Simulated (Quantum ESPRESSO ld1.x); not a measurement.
Problem. The tellurium ion Te4+, configuration [Kr] 4d10 5s2. Method: Dirac Kohn-Sham, LDA (Slater exchange, VWN5 correlation), spin-unpolarised, spherical densities, point nucleus; computed with ld1.x of Quantum ESPRESSO 7.5. Some entries of the table are withheld. Estimate them.

orbital,occ.,eigenvalue (eV),r(max) (bohr)
1s1/2,2,-31615.6,(1)
2s1/2,2,-4884.90,0.1016
2p1/2,2,(2),0.07795
2p3/2,4,(3),0.08266
3s1/2,2,-1006.75,0.2932
3p1/2,2,-881.970,0.2794
3p3/2,4,-830.888,0.2900
3d3/2,4,-609.930,0.2358
3d5/2,6,-599.236,0.2389
4s1/2,2,-207.295,(4)
4p1/2,2,(5),0.7205
4p3/2,4,(6),0.7453
4d3/2,4,(7),(8)
4d5/2,6,(9),(10)
5s1/2,2,-53.7606,1.698

Solution. 
(1) 1s1/2 r(max) (bohr): 0.01795
(2) 2p1/2 eigenvalue (eV): -4581.96
(3) 2p3/2 eigenvalue (eV): -4307.83
(4) 4s1/2 r(max) (bohr): 0.7007
(5) 4p1/2 eigenvalue (eV): -164.306
(6) 4p3/2 eigenvalue (eV): -154.467
(7) 4d3/2 eigenvalue (eV): -85.6202
(8) 4d3/2 r(max) (bohr): 0.8040
(9) 4d5/2 eigenvalue (eV): -84.1166
(10) 4d5/2 r(max) (bohr): 0.8130
